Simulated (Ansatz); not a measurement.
This geometry of a periodic cell of 17 atoms, K$_{16}$H (host K, host structure bcc, interstitial H) is a first-order saddle point.

Theory: Ansatz 0.2.0, DFT PBEsol, scalar-relativistic, plane waves, PAW. Settings: cutoff 420 eV, k mesh 2x2x2, fermi-dirac smearing 0.1 eV, no spin polarisation.

```xyz
17
Lattice="10.4600 0.0000 0.0000 0.0000 10.4600 0.0000 0.0000 0.0000 10.4600" Properties=species:S:1:pos:R:3
K 0.329 -0.328 0.003
K 4.709 -0.270 0.003
K 0.271 5.752 0.003
K 0.014 -0.013 5.233
K 2.496 2.750 2.588
K 5.223 5.238 0.001
K 5.160 0.178 5.232
K 7.942 2.519 2.395
K -0.176 5.301 5.232
K 2.662 7.800 2.639
K 2.497 2.750 7.873
K 5.342 5.120 5.231
K 7.711 7.965 2.588
K 7.942 2.519 8.067
K 2.665 7.797 7.816
K 7.711 7.965 7.874
H 2.239 8.222 -0.003
```

Which two structures does it join? (They come from a converged band through this point; their orientation in space is the band's.)

Contacts lost: K3–H17. Contacts made: K2–H17. The atom that moves furthest is H17, by 1.85 Å.

First end point:

```xyz
17
Lattice="10.4600 0.0000 0.0000 0.0000 10.4600 0.0000 0.0000 0.0000 10.4600" Properties=species:S:1:pos:R:3
K -0.034 -0.368 0.000
K 5.451 0.158 0.000
K -0.032 5.601 0.000
K 0.122 -0.165 5.231
K 2.495 2.616 2.447
K 5.450 5.080 0.000
K 5.035 0.100 5.231
K 8.051 2.617 2.701
K 0.123 5.401 5.231
K 2.656 7.845 2.243
K 2.495 2.616 8.014
K 5.035 5.135 5.231
K 7.627 7.849 2.765
K 8.051 2.617 7.760
K 2.655 7.845 8.218
K 7.627 7.849 7.695
H 1.302 7.845 0.002
```

Last end point:

```xyz
17
Lattice="10.4600 0.0000 0.0000 0.0000 10.4600 0.0000 0.0000 0.0000 10.4600" Properties=species:S:1:pos:R:3
K 0.370 0.029 0.000
K 4.859 0.029 0.000
K -0.149 5.014 0.001
K 0.163 -0.119 5.232
K 2.614 2.829 2.763
K 5.378 5.014 0.001
K 5.066 -0.119 5.232
K 7.844 2.416 2.704
K -0.092 5.424 5.231
K 2.615 7.812 2.245
K 2.614 2.830 7.698
K 5.321 5.424 5.231
K 7.844 7.963 2.453
K 7.844 2.417 7.759
K 2.615 7.814 8.216
K 7.844 7.962 8.009
H 2.613 9.154 0.008
```

How far does it lie above each of them?

0.064 eV above the first and 0.064 eV above the second. This is the barrier of this one path; another mechanism may lie lower. Limits of this set-up: coarse k mesh, odd electron count without spin.

Time of the run: 9.1 min on 4 threads of Intel(R) Xeon(R) 6975P-C (Granite Rapids), on a shared host, peak memory 6.4 GiB.
